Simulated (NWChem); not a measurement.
System: C3H3F3; SMILES C=CC(F)(F)F

```xyz
9

C     -0.0099    -2.1136     0.0000
C      0.6683    -0.9698     0.0000
C      0.0114     0.3750     0.0000
F     -1.3348     0.2996     0.0000
F      0.3796     1.0939     1.0860
F      0.3796     1.0939    -1.0860
H      0.5027    -3.0706     0.0000
H     -1.0951    -2.1311     0.0000
H      1.7543    -0.9346     0.0000
```
Atoms are numbered in this order, from 1.

Program: NWChem. Pople sets run with spherical d functions. The geometry was optimised at B3LYP/6-31G* (spherical d). Level SCAN/6-31G*: energy and gradient on several grids; changes count from the extra-fine grid, which is no exact limit either.

```csv
grid,size of the energy change (μHa),largest change of a gradient component (μHa/bohr),"time, medium = 1 (rough)"
xcoarse,6000,7000,0.5
coarse,10000,2000,about 1
medium,200,1000,about 1
fine,3000,700,about 1
xfine,< 10,< 30,2
```
